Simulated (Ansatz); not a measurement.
A structure relaxed at PBE0-D4/def2-TZVP, charge 0, multiplicity 1:

```xyz
10

C     1.302   -0.394    0.382
N     0.228   -0.262   -0.584
Si   -1.207    0.594   -0.292
Cl   -2.474   -0.277    1.101
H     1.184   -1.262    1.040
H     2.269   -0.469   -0.121
H     1.333    0.497    1.014
H     0.197   -1.011   -1.258
H    -1.966    0.667   -1.559
H    -0.866    1.917    0.276
```

Question: Give its formula and SMILES.

Answer: CH6ClNSi, `CN[SiH2]Cl`.

Question: Summarise the bond lengths by kind.

Answer: 1 × C–N 1.450 Å; 3 × C–H 1.093 to 1.096 Å; 1 × N–Si 1.697 Å; 1 × H–N 1.008 Å; 1 × Cl–Si 2.075 Å; 2 × H–Si 1.479 Å.

All numbers were calculated with Ansatz.
